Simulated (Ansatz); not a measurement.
Mulliken charges of H5O2Si2 (`O[SiH](O)[SiH2]`) radical from B3LYP/def2-TZVPP in Ansatz (PBE0-D4/def2-TZVP geometry).

```
atom   x (Å)   y (Å)   z (Å)  charge (e)
  O1   0.150   1.693  -0.613      -0.377
 Si2   0.049   0.331   0.305       0.568
  O3   1.445  -0.063   1.082      -0.377
 Si4  -0.328  -1.395  -1.196       0.037
  H5  -0.045   2.533  -0.195       0.181
  H6  -1.002   0.557   1.344      -0.118
  H7   1.591   0.302   1.955       0.181
  H8  -0.358  -2.754  -0.593      -0.046
  H9  -1.503  -1.204  -2.089      -0.046
```

Problem. By hand: the dipole of these point charges (1 e Å = 4.8032 D).

Solution. Σ q r = (-0.102, 0.151, 0.236) e Å, of length 0.298 e Å = 1.43 D.

Problem. How does the dipole of the full density compare? (Estimate.)

Solution. Computed: (-0.090, 0.332, 0.414) e Å, 2.59 D; the point charges give 0.55 times that, at 12° from its direction.

Point charges leave out the atoms' own dipoles, such as those of lone pairs, and Mulliken's split depends on the basis, so the two needn't agree.

B3LYP here is the variant with VWN-RPA as its local correlation; programs differ in this.
